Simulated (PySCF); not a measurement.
**Static response to an electric field**

C7H13 (charge +1).
Cartesian coordinates in Å at the PBE0-D3(BJ)/def2-SVP level; atoms count from 1:
```xyz
20
C7H13 angstrom
C      2.0810    0.0540    0.2708
C      0.8249   -0.3198   -0.3649
C     -0.0159   -1.3653    0.1971
C     -1.1673   -0.5489    0.9117
C     -1.8606    0.3711   -0.0745
C     -0.8680    1.2956   -0.7523
C      0.2751    0.4609   -1.4612
H      2.3750    1.0976    0.0927
H      2.8329   -0.5743   -0.2602
H      2.1427   -0.2340    1.3297
H     -0.4870   -1.9769   -0.5867
H      0.5048   -1.9971    0.9286
H     -1.8450   -1.2981    1.3469
H     -0.7381    0.0218    1.7508
H     -2.4071   -0.2196   -0.8279
H     -2.6164    0.9725    0.4562
H     -1.3249    1.9117   -1.5406
H     -0.4138    1.9888   -0.0262
H     -0.2072   -0.1748   -2.2184
H      1.0037    1.1398   -1.9232
```

Level: CAM-B3LYP/def2-SVPD (PySCF), static field, nuclei fixed, core orbitals frozen in the response. The polarisability tensor in these axes (au):

```
x   87.55 -2.13 -0.30
y   -2.13 71.35 -6.01
z   -0.30 -6.01 69.74
```

Task: What are the eigenvalues, a third of the trace, and Δα (Δα² = ½Σ(αi − αj)² over the three pairs)?

Result: Principal values 64.36, 76.43 and 87.84 au; mean 76.21 au = 11.29 Å³ = 12.57 × 10⁻⁴⁰ C²·m²/J; Δα = 20.33 au (27 % of the mean).

Task: Rayleigh depolarisation ratio (linearly polarised light, static tensor)?

Result: ρ = 3Δα²/(45ᾱ² + 4Δα²) = 1240.0/(261374 + 1653.4) = 0.00471.

Task: Directions of the eigenvectors, and the extent of the frame along each?

Result: Largest value along (0.99, -0.14, 0.03), where the nuclei span 5.59 Å; middle along (0.12, 0.74, -0.67), 4.35 Å; least along (0.07, 0.66, 0.75), 3.05 Å. The response follows the extents in order.

Task: Traceless (Buckingham) quadrupole moment about the centre of nuclear charge: eigenvalues?

Result: -7.00, -0.52, 7.52 D·Å. The values depend on the origin, since the species is charged. The electronic extent ⟨r²⟩ about the same centre is 754 bohr², a root-mean-square distance of 1.98 Å for the 54 electrons.

One conformer (not necessarily the lowest) at the PBE0-D3(BJ)/def2-SVP geometry, without solvent, vibrations or thermal averaging.

These values come from a run that also computed excited states. The run took about 80 s of CPU time (one thread, shared machine).
